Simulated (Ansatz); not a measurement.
Compare A (`[CH3][GeH]([F])[Br]`) with its isomer B (`F[CH2][GeH2][Br]`).

Isolated molecules relaxed with PBE0-D4/def2-TZVP in Ansatz; ΔE leaves out vibrations. CCSD(T)/CBS adds triple-zeta CCSD(T) − MP2 to the extrapolated MP2 energy (def2 sets, frozen cores). Functionals use def2-TZVPP. B3LYP here is the variant with VWN-RPA as its local correlation; programs differ in this. For Br, Ge outer-core shells are correlated without core-valence functions, which leaves a few kJ/mol of doubt a bond. Scalar relativity is left out up to krypton. Each species was taken in one conformer, which may not be the lowest.

(1) Which is lower in electronic energy at CCSD(T)/CBS, and by how much? (Best estimate.)

(2) Give E(B) − E(A) in kcal/mol with BLYP-D4, B3LYP-D4, CCSD(T)/def2-TZVPP, MP2/def2-TZVPP, CCSD(T)/def2-SVP, PBE-D4, ωB97M-V. (Best estimate.)

(3) Does the order hold for the free energy at 298.15 K (harmonic terms from PBE0-D4)? (Estimate.)

Largest T1 diagnostic: 0.010.

## Answers

(1) Ansatz gave: A, by 44.5 kcal/mol.

(2) Computed: BLYP-D4 41.9, B3LYP-D4 42.7, CCSD(T)/def2-TZVPP 44.2, MP2/def2-TZVPP 46.8, CCSD(T)/def2-SVP 42.5, PBE-D4 41.6, ωB97M-V 43.4. None reverses the order clearly.

(3) Ansatz gave: Yes: G(B) − G(A) = +43.4 kcal/mol, for one conformer each.

From BLYP to BHLYP (50 % exact exchange), in def2-TZVPP and without D4, E(B) − E(A) moves by +1.9 kcal/mol. At CCSD(T), def2-SVP lies −2.0 kcal/mol from the extrapolated value and def2-TZVPP −0.3 kcal/mol.
